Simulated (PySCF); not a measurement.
Correlation energy of Al⁺ (aluminium, charge +1)

[Ne] 3s1 3p1, high-spin 3P determinant (an excited configuration). All numbers are calculated (PySCF 2.14, the non-relativistic Hamiltonian (point nucleus), in dyall-acv3z (19s12p6d4f, 113 functions)). Frozen: [Ne]; 2 electrons correlated; the 22 highest virtual orbitals of each spin left out.

With two correlated electrons CCSD is exact within the correlated space (frozen core and kept virtual orbitals).

| level | correlation energy (mhartree) |
| --- | --- |
| CCSD | -4.61 |

Diagnostics: T1 = 0.0041, D1 = 0.0075, largest double amplitude 0.036.

Q: Is a single reference adequate?

A: Yes: T1 lies below 0.03 and no double amplitude reaches 0.07.
